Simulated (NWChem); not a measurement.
System: GaSi2H7; SMILES [SiH3][GaH][SiH3]

All runs: NWChem. Medium grid unless said otherwise, to which SCAN and Minnesota functionals are sensitive. All runs use the structure optimised with B3LYP/6-31G* (spherical d).

For level MN15/def2-SVP:

| Property | Result |
|---|---|
| highest occupied level (eV) | -7.84 |
| orbital gap (eV) | 5.69 |

Problem. Estimate the same quantities for level PBE/def2-SVP.

Solution. The highest occupied level (eV) comes out as -6.30 and the orbital gap (eV) comes out as 3.16.
